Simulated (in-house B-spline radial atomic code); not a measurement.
Whole-atom quantities along the 56-electron series, configuration [Xe] 4f2. Breit and QED terms are first order and not part of the total energy; the density at the nucleus is averaged over the nuclear charge. Computed with a B-spline radial code for spherical atoms: Dirac-Hartree-Fock, average of the configuration, finite nuclei.

```json
{"ion": "Ce2+", "Z": "58", "E/Z² (Eh)": "-2.6339", "Σ<r²> (bohr²)": "43.218", "n(0)/Z³ (bohr⁻³)": "1.8589", "Lamb diamagnetic shielding (ppm)": "6602.14", "repulsion over attraction": "0.14866", "Breit energy (eV)": "198.59", "self-energy (eV)": "154.42", "vacuum polarisation (eV)": "-22.154", "Dirac less non-relativistic energy (Eh)": "-294.1"}
{"ion": "Pr3+", "Z": "59", "E/Z² (Eh)": "-2.6535", "Σ<r²> (bohr²)": "37.975", "n(0)/Z³ (bohr⁻³)": "1.9194", "Lamb diamagnetic shielding (ppm)": "6763.77", "repulsion over attraction": "0.14723", "Breit energy (eV)": "210.62", "self-energy (eV)": "164.28", "vacuum polarisation (eV)": "-23.909", "Dirac less non-relativistic energy (Eh)": "-317.19"}
{"ion": "Nd4+", "Z": "60", "E/Z² (Eh)": "-2.6729", "Σ<r²> (bohr²)": "33.983", "n(0)/Z³ (bohr⁻³)": "1.9824", "Lamb diamagnetic shielding (ppm)": "6925.94", "repulsion over attraction": "0.14572", "Breit energy (eV)": "223.18", "self-energy (eV)": "174.61", "vacuum polarisation (eV)": "-25.781", "Dirac less non-relativistic energy (Eh)": "-341.7"}
```
